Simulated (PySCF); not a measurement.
An unknown is described by computed data only.

Elements present: C, H, O and P. Monoisotopic mass: 164.0238 u.

* Polarisability: 87.8 au [PBE0/def2-SVPD]
* 13C NMR: chemical shifts (computed TMS as zero) by class: 66.4 (2 C), 50.3 (1 C), 7.7 (2 C) ppm [GIAO PBE0/pcSseg-1]
* UV, strongest line: among the 10 lowest singlet transitions: S3 at 7.76 eV (160 nm, f = 0.035) [TDDFT PBE0/def2-SVPD]
* Triplet: lowest triplet excitation (Tamm–Dancoff): 7.15 eV [TDA PBE0/def2-SVPD]
* 1H NMR: chemical shifts (computed TMS as zero) by class: 4.04 (2 H), 3.90 (2 H), 3.86 (1 H), 0.74 (2 H), 0.56 (2 H) ppm [GIAO PBE0/pcSseg-1]
* UV, first state: lowest singlet excitation: 7.38 eV (168 nm, f = 0.002) [TDDFT PBE0/def2-SVPD]
* NMR, other nuclei: isotropic shieldings of nuclei other than C and H, by class: 183 (1 O), 209 (1 O), 241 (2 O), 297 (1 P) ppm [GIAO PBE0/pcSseg-1]
* Rotational structure: rotational constants A, B, C: 2.298, 0.834, 0.778 GHz [PBE0-D3(BJ)/def2-SVP]
* Dipole: 4.35 D [PBE0/def2-SVPD]
* Valence photoelectron: vertical ionisation energy: 9.88 eV [ΔSCF PBE0/def2-SVPD]

Electronic properties: PySCF, gas phase, density fitting. Levels stand in brackets. Geometry: PBE0-D3(BJ)/def2-SVP, one conformer, isolated molecule. NMR classes are plain means over equivalent atoms (diastereotopic ones count apart unless rotation or inversion swaps them), as if these changed places fast.

Problem. Which formula fits the mass and the elements?

Solution. C5H9O4P (calculated 164.0238). No other formula that holds each of these elements comes within 0.0003 u with a fitting electron parity and a possible valence count.

Problem. Give a SMILES that accounts for the data.

Solution. Numbering: `[O:1]=[P:2]1([O:3][CH:4]2[CH2:5][CH2:6]2)[O:7][CH2:8][CH2:9][O:10]1`. 5 carbons fall into 3 classes; from least to most shielded: ring sp3 carbon bound to oxygen [C8/C9] (66.4 ppm, 2 C), ring sp3 carbon bound to oxygen [C4] (50.3 ppm), three-membered-ring carbon [C5/C6] (7.7 ppm, 2 C). Hydrogen classes from least to most shielded: 2 H on 2 like atoms (sp3 carbon bound to oxygen), C8/C9 (4.04 ppm), 2 H on 2 like atoms (sp3 carbon bound to oxygen), C8/C9 (3.90 ppm), 1 H on an sp3 carbon bound to oxygen, C4 (3.86 ppm), 2 H on 2 three-membered-ring carbons, C5/C6 (0.74 ppm), 2 H on 2 three-membered-ring carbons, C5/C6 (0.56 ppm). The other shieldings belong to: 183 ppm, phosphoryl oxygen [O1]; 209 ppm, oxygen bonded to C and P [O3]; 241 ppm, oxygen bonded to C and P [O7/O10]; 297 ppm, phosphoryl phosphorus [P2]. The first electron is taken from the HOMO, whose largest Löwdin shares are 0.26 on an oxygen bonded to C and P, 0.20 on a three-membered-ring carbon, 0.17 on an sp3 carbon bound to oxygen and 0.10 on an oxygen bonded to C and P. The optimised geometry has point group C1 and is an asymmetric top. Structure: `O=P1(OC2CC2)OCCO1`. The assignments are read from this structure; whether some other isomer fits the data as well wasn't checked.
